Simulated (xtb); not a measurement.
C2H7FOSi, SMILES [Si@H](C)(CO)F. All values are semi-empirical tight-binding results from xtb (GFN2-xTB unless named), good for trends rather than for accurate numbers. Geometry: GFN2-xTB. The structure was generated by enumeration; whether it is a known compound was not checked. One conformer was computed; it need not be the lowest.

Q: Estimate the properties. (The exact figures need the calculation; the answer reports its results.)

A: 
```
Property                                       Result
--------------------------------------  -------------
orbital gap                                   6.25 eV
dipole moment                                  2.88 D
zero-point energy                       55.2 kcal/mol
G − E(el) at 298.15 K (modified RRHO)   35.1 kcal/mol
static polarisability (D4 model)           61.8 bohr³
solvation energy, GFN2-xTB/ALPB(water)  -4.7 kcal/mol
solvation energy, GFN2-xTB/ALPB(dmf)    -7.1 kcal/mol
```
